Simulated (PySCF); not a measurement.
Cl3H3OSi2, SMILES Cl[SiH2]O[SiH](Cl)Cl. Atoms are numbered in the order given.

```xyz
9

Si     1.7211     0.8721    -0.2541
Cl     2.8959    -0.8116    -0.0065
O      0.2440     0.4206    -0.8675
Si    -1.1939    -0.2577    -0.4588
Cl    -0.9813    -1.2469     1.3392
Cl    -2.5975     1.2320    -0.2382
H      1.5463     1.5198     1.0664
H      2.3609     1.7599    -1.2478
H     -1.6293    -1.1957    -1.5044
```
Charge 0, spin multiplicity 1.

The structure is a stationary point at B3LYP-D3(BJ)/def2-SVP. The structure was generated by enumeration, and PubChem lists no compound with its InChIKey, so it may never have been made. Other conformers were not sampled.

Two levels are set side by side: PBE/pcSseg-1 (PySCF) and HF/pcSseg-1 (PySCF). GIAO shifts against H2O (¹⁷O), HCl (³⁵Cl), TMS (²⁹Si), TMS (¹H) at the same level; non-relativistic, no solvent, atoms listed together averaged. Without spin–orbit terms, shifts of atoms bonded to Cl or Br come out too high at both levels. Differences are taken from unrounded values.

```tsv
quantity	HF
δ(²⁹Si) of Si1 (ppm)	-24.3
δ(³⁵Cl) of Cl2 (ppm)	5.5
δ(¹⁷O) of O3 (ppm)	77.7
δ(²⁹Si) of Si4 (ppm)	-21.5
δ(¹H) of H9 (ppm)	5.29
```

Problem. What does PBE give, and how far is it from HF? (The exact figures need the calculation; the answer reports its results.)

Solution. 
```json
[
 {"quantity": "δ(²⁹Si) of Si1 (ppm)", "PBE": "-13.2", "PBE minus HF": "11.1"},
 {"quantity": "δ(³⁵Cl) of Cl2 (ppm)", "PBE": "76.9", "PBE minus HF": "71.4"},
 {"quantity": "δ(¹⁷O) of O3 (ppm)", "PBE": "132.4", "PBE minus HF": "54.7"},
 {"quantity": "δ(²⁹Si) of Si4 (ppm)", "PBE": "-11.7", "PBE minus HF": "9.8"},
 {"quantity": "δ(¹H) of H9 (ppm)", "PBE": "6.23", "PBE minus HF": "0.94"}
]
```

Rough cost on one machine, each run with all the roots and properties that it gave: HF against PBE within a factor of 2.
